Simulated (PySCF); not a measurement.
C2H9AlGe (SMILES [CH3][Al]([CH3])[GeH3]), singlet, at a GFN2-xTB geometry (such geometries of metal compounds can be far from the true shape); DF-PBE/def2-SVP in PySCF.

Input for PySCF:
```python
from pyscf import gto, scf, dft

mol = gto.Mole()
mol.atom = '''
    Al    0.828397    0.688240    0.082153
    Ge   -1.053305   -0.872073   -0.102487
    H    -0.744304   -2.354393   -0.071423
    H    -2.162679   -0.828967    0.927569
    H    -1.886276   -0.817395   -1.366146
    C     0.663601    2.375060   -0.954625
    H     1.443893    2.487042   -1.717244
    H     0.728735    3.271336   -0.325985
    H    -0.299249    2.430397   -1.481554
    C     2.326264    0.100960    1.247946
    H     2.560856    0.821460    2.040539
    H     3.262695   -0.055953    0.699207
    H     2.093745   -0.850434    1.746709
'''
mol.basis = 'def2-svp'
mol.charge = 0
mol.spin = 0
mol.verbose = 4
mol.max_memory = 1800
mol.build()

mf = dft.RKS(mol)
mf.xc = 'pbe'
mf = mf.density_fit(auxbasis='def2-universal-jkfit')
mf.kernel()
```

The log (banner, timings and long lists left out):

```
PySCF version 2.14.0

[INPUT] verbose = 4
[INPUT] num. atoms = 13
[INPUT] num. electrons = 66
[INPUT] charge = 0
[INPUT] spin (= nelec alpha-beta = 2S) = 0
[INPUT] symmetry False subgroup None
[INPUT] Mole.unit = angstrom
[INPUT] Symbol           X                Y                Z      unit          X                Y                Z       unit  Magmom
[INPUT]  1 Al     0.828397000000   0.688240000000   0.082153000000 AA    1.565443452411   1.300585107971   0.155246670311 Bohr   0.0
[INPUT]  2 Ge    -1.053305000000  -0.872073000000  -0.102487000000 AA   -1.990457975635  -1.647979130628  -0.193672361328 Bohr   0.0
[INPUT]  3 H     -0.744304000000  -2.354393000000  -0.071423000000 AA   -1.406530713418  -4.449157959593  -0.134969908995 Bohr   0.0
[INPUT]  4 H     -2.162679000000  -0.828967000000   0.927569000000 AA   -4.086871005348  -1.566520596302   1.752851371637 Bohr   0.0
[INPUT]  5 H     -1.886276000000  -0.817395000000  -1.366146000000 AA   -3.564545035340  -1.544652685589  -2.581641786170 Bohr   0.0
[INPUT]  6 C      0.663601000000   2.375060000000  -0.954625000000 AA    1.254024145987   4.488212929409  -1.803979801663 Bohr   0.0
[INPUT]  7 H      1.443893000000   2.487042000000  -1.717244000000 AA    2.728562323177   4.699828240291  -3.245120849053 Bohr   0.0
[INPUT]  8 H      0.728735000000   3.271336000000  -0.325985000000 AA    1.377109567385   6.181929101430  -0.616022370716 Bohr   0.0
[INPUT]  9 H     -0.299249000000   2.430397000000  -1.481554000000 AA   -0.565498653050   4.592784703965  -2.799731298754 Bohr   0.0
[INPUT] 10 C      2.326264000000   0.100960000000   1.247946000000 AA    4.396001853435   0.190786749536   2.358276158246 Bohr   0.0
[INPUT] 11 H      2.560856000000   0.821460000000   2.040539000000 AA    4.839316484449   1.552334422285   3.856059856494 Bohr   0.0
[INPUT] 12 H      3.262695000000  -0.055953000000   0.699207000000 AA    6.165599977988  -0.105735845848   1.321309734379 Bohr   0.0
[INPUT] 13 H      2.093745000000  -0.850434000000   1.746709000000 AA    3.956604624677  -1.607087347018   3.300801629313 Bohr   0.0

nuclear repulsion = 301.98937854262
number of shells = 59
number of NR pGTOs = 221
number of NR cGTOs = 123
basis = def2-svp
ecp = {}

******** <class 'pyscf.df.df_jk.DFRKS'> ********
method = DFRKS
initial guess = minao
damping factor = 0
level_shift factor = 0
DIIS = <class 'pyscf.scf.diis.CDIIS'>
diis_start_cycle = 1
diis_space = 8
diis_damp = 0
SCF conv_tol = 1e-09
SCF conv_tol_grad = None
SCF max_cycles = 50
direct_scf = False
XC library pyscf.dft.libxc version 7.1.2
    S. Lehtola, C. Steigemann, M. J. T. Oliveira, and M. A. L. Marques,  SoftwareX 7, 1–5 (2018)
XC functionals = pbe
    J. P. Perdew, K. Burke, and M. Ernzerhof,  Phys. Rev. Lett. 77, 3865 (1996)
    J. P. Perdew, K. Burke, and M. Ernzerhof,  Phys. Rev. Lett. 78, 1396 (1997)
    J. P. Perdew, K. Burke, and M. Ernzerhof,  Phys. Rev. Lett. 77, 3865 (1996)
    J. P. Perdew, K. Burke, and M. Ernzerhof,  Phys. Rev. Lett. 78, 1396 (1997)
radial grids:
    Treutler-Ahlrichs [JCP 102, 346 (1995); DOI:10.1063/1.469408] (M4) radial grids

becke partition: Becke, JCP 88, 2547 (1988); DOI:10.1063/1.454033
pruning grids: <function nwchem_prune>
grids dens level: 3
symmetrized grids: False
atomic radii adjust function: <function treutler_atomic_radii_adjust>
small_rho_cutoff = 0
Set gradient conv threshold to 3.16228e-05
Initial guess from minao.
tot grids = 156328
init E= -2399.26632411196
  HOMO = -0.28532465947237  LUMO = -0.105797427926242  gap/eV = 4.88518
cycle= 1 E= -2399.94502346206  delta_E= -0.679  |g|= 0.773  |ddm|= 3.41
  HOMO = -0.159901919453238  LUMO = -0.0758089226065137  gap/eV = 2.28829
cycle= 2 E= -2399.73984316594  delta_E= 0.205  |g|= 1.14  |ddm|= 1.81
  HOMO = -0.219454044869496  LUMO = -0.079486496435802  gap/eV = 3.80871
cycle= 3 E= -2400.07526091143  delta_E= -0.335  |g|=  0.1  |ddm|=  1.3
  HOMO = -0.227421049550028  LUMO = -0.0795515486609903  gap/eV = 4.02373
cycle= 4 E= -2400.07892926312  delta_E= -0.00367  |g|= 0.0168  |ddm|=  0.2
  HOMO = -0.228921751929578  LUMO = -0.0817804220701377  gap/eV = 4.00392
cycle= 5 E= -2400.07900135057  delta_E= -7.21e-05  |g|= 0.00619  |ddm|= 0.0319
  HOMO = -0.227830698277481  LUMO = -0.0808276853343353  gap/eV = 4.00016
cycle= 6 E= -2400.0790168141  delta_E= -1.55e-05  |g|= 0.00111  |ddm|= 0.0118
  HOMO = -0.227902534761072  LUMO = -0.0809186460158196  gap/eV = 3.99964
cycle= 7 E= -2400.07901731886  delta_E= -5.05e-07  |g|= 0.000318  |ddm|= 0.00196
  HOMO = -0.227887640870485  LUMO = -0.0809235284513599  gap/eV = 3.99910
cycle= 8 E= -2400.07901734385  delta_E= -2.5e-08  |g|= 9.95e-05  |ddm|= 0.000489
  HOMO = -0.227895953170181  LUMO = -0.0809231846658434  gap/eV = 3.99933
cycle= 9 E= -2400.07901734619  delta_E= -2.34e-09  |g|= 2.84e-05  |ddm|= 0.000166
  HOMO = -0.227896030840197  LUMO = -0.080923556519986  gap/eV = 3.99932
cycle= 10 E= -2400.07901734644  delta_E= -2.56e-10  |g|= 7.96e-06  |ddm|= 3.79e-05
  HOMO = -0.227895721818955  LUMO = -0.0809237186852751  gap/eV = 3.99931
Extra cycle  E= -2400.07901734642  delta_E= 2.64e-11  |g|= 1.43e-05  |ddm|= 2.42e-05
converged SCF energy = -2400.07901734642
```
